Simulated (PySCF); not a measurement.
Molecule: `C#CC#CCNC=O`, C6H5NO.

Geometry (Å), atoms numbered from 1 in this order:
```xyz
13

C    -0.0665   -2.1273    3.7731
C     0.1423   -1.6400    2.6919
C     0.3713   -1.0807    1.4747
C     0.5933   -0.6040    0.3883
C     0.8157    0.0236   -0.8955
N    -0.2241    0.9913   -1.2031
C    -0.9760    0.8937   -2.3146
O    -0.8439    0.0577   -3.1715
H    -0.2453   -2.5553    4.7131
H     0.7872   -0.7252   -1.6953
H     1.7995    0.5129   -0.8995
H    -0.4198    1.6989   -0.5132
H    -1.7381    1.6935   -2.3660
```

Frames of a GFN2-xTB Langevin trajectory at 300 K; GIAO PBE0/pcSseg-1 shieldings in PySCF, gas phase, non-relativistic; equivalent atoms averaged within each frame.

Shifts are taken against calculated references (same method and geometry level): 13C (186.93 ppm), 1H (31.72 ppm) vs TMS; 15N (267.73 ppm) vs NH3; H2O for 17O (336.08 ppm). The references are static minima.

**Question.** How do the shifts (ppm) fluctuate along the trajectory?

**Answer.** 
```csv
time (fs),C7,C4,C3,C1,C2,C5,N6,O8,H13,H10/H11
250,156.7,80.0,79.1,77.7,77.7,33.8,143.9,398.9,8.12,5.00
425,164.9,77.1,78.2,76.1,81.2,25.7,134.8,442.3,8.20,5.33
625,169.0,84.0,77.5,76.2,74.7,34.1,136.7,475.0,8.36,5.38
800,158.5,76.1,78.2,77.4,76.4,32.8,137.7,420.0,9.24,4.82
1000,167.9,81.4,81.0,78.6,74.7,34.9,140.8,455.0,8.76,4.83
mean of frames,163.4,79.7,78.8,77.2,76.9,32.3,138.8,438.3,8.54,5.07
standard deviation,5.5,3.2,1.4,1.1,2.7,3.7,3.6,29.7,0.46,0.27
```

5 frames give an uncertainty of the mean of about the standard deviation over 2.2 at best, since frames this close in time may not be independent; classical motion lacks zero-point vibration, and the reference would need the same averaging.
